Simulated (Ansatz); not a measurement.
Br₃Ga, SMILES `[Br][Ga]([Br])[Br]`. The species carries charge 0 and has multiplicity 1. The structure was optimised at the PBE0-D4/def2-TZVP level.

```xyz
4

Br    1.028   -1.982   -0.356
Ga    0.000    0.000    0.000
Br    1.201    1.790    0.683
Br   -2.229    0.193   -0.328
```

(1) What is the dipole moment at ωB97M-V/def2-TZVPP? (Best estimate.)

(2) Give the Mulliken charges with ωB97M-V, PBE, B3LYP in def2-TZVPP. (Estimate.)

Answers

(1) The calculation gave: 0.00 D, zero by symmetry or nearly so.

(2) The calculation gave: 
| atom | ωB97M-V | PBE | B3LYP |
| --- | --- | --- | --- |
| Br1 | -0.18 | -0.17 | -0.19 |
| Ga2 | 0.53 | 0.51 | 0.56 |
| Br3 | -0.18 | -0.17 | -0.19 |
| Br4 | -0.18 | -0.17 | -0.19 |

B3LYP here is the variant with VWN-RPA as its local correlation; programs differ in this.

Program: Ansatz 0.2.0.
